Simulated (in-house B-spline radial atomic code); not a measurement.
A fraction x of an electron is removed from 4d in In²⁺, starting from [Kr] 4d10 5s1 and keeping the highest spin. All numbers are computed (scalar-relativistic (X2C) LC-wPBE, spin-polarised, spherical fractional occupations; Fermi nucleus of rms radius 4.6156 fm) with a B-spline radial code for spherical atoms, not measured.

Caution: exact exchange at fractional occupations of open shells leaves self-interaction of up to several eV.

```json
{"x": "0", "E(x) - E(0) (eV)": "0.0000", "4d down level (eV)": "-41.479"}
{"x": "0.07", "E(x) - E(0) (eV)": "2.9359", "4d down level (eV)": "-42.406"}
{"x": "0.14", "E(x) - E(0) (eV)": "5.9371", "4d down level (eV)": "-43.339"}
{"x": "0.27", "E(x) - E(0) (eV)": "11.6847", "4d down level (eV)": "-45.089"}
{"x": "0.39", "E(x) - E(0) (eV)": "17.1932", "4d down level (eV)": "-46.723"}
{"x": "0.5", "E(x) - E(0) (eV)": "22.4160", "4d down level (eV)": "-48.235"}
{"x": "0.6", "E(x) - E(0) (eV)": "?", "4d down level (eV)": "?"}
{"x": "0.63", "E(x) - E(0) (eV)": "28.8039", "4d down level (eV)": "-50.041"}
{"x": "0.78", "E(x) - E(0) (eV)": "36.4678", "4d down level (eV)": "-52.149"}
{"x": "0.89", "E(x) - E(0) (eV)": "?", "4d down level (eV)": "?"}
{"x": "1", "E(x) - E(0) (eV)": "48.2850", "4d down level (eV)": "-55.286"}
```

(1) What belongs in the row x = 0.6?

(2) What belongs in the row x = 0.89?

(3) Check Janak's theorem between x = 0.07 and 0.14.

Answers

(1) An energy change of 27.3089 eV; 4d down at -49.623 eV.

(2) An energy change of 42.2902 eV; 4d down at -53.711 eV.

(3) The slope of the energy is 42.87 eV; the orbital levels give 42.87 eV (-ε of the emptying orbital, averaged over the two points).
